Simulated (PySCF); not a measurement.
## Dipole response of Zn (zinc, neutral)

[Ar] 3d10 4s2, closed-shell 1S. Computed with PySCF 2.14 in aug-cc-pVQZ-DK, with the spin-free X2C one-electron Hamiltonian (Gaussian nucleus). Coupled (time-dependent) response in atomic units; α is the mean over directions.

| method | mean α (bohr³) | C₆ (like pair) | S(−4) |
| --- | --- | --- | --- |
| MN15 | 40.11 | 296.8 | 807.4 |

S(−4) is the Cauchy moment in α(ω) = α(0) + S(−4) ω² + …

Reference α: 38.67 ± 0.3 bohr³ (recommended; Schwerdtfeger and Nagle, table of static dipole polarizabilities (2023 update)). Published C₆: 284.0 (Chu and Dalgarno (2004); Tang, Norbeck and Certain (1976)).

α(iu) at MN15:

```json
{"u (hartree)": "0", "α(iu) (bohr³)": "40.11"}
{"u (hartree)": "0.0500", "α(iu) (bohr³)": "38.20"}
{"u (hartree)": "0.100", "α(iu) (bohr³)": "33.52"}
{"u (hartree)": "0.200", "α(iu) (bohr³)": "23.03"}
{"u (hartree)": "0.300", "α(iu) (bohr³)": "15.74"}
{"u (hartree)": "0.500", "α(iu) (bohr³)": "8.596"}
{"u (hartree)": "0.750", "α(iu) (bohr³)": "5.109"}
{"u (hartree)": "1.00", "α(iu) (bohr³)": "3.530"}
{"u (hartree)": "1.50", "α(iu) (bohr³)": "2.104"}
{"u (hartree)": "2.00", "α(iu) (bohr³)": "1.453"}
{"u (hartree)": "3.00", "α(iu) (bohr³)": "0.8507"}
{"u (hartree)": "5.00", "α(iu) (bohr³)": "0.4165"}
```

A single London oscillator, α(iu) = α/(1 + u²/ω²), gives C₆ = (3/4) ω α². Matching the computed C₆ needs ω = 4 × 296.8 / (3 × 40.11²) = 0.246 hartree.
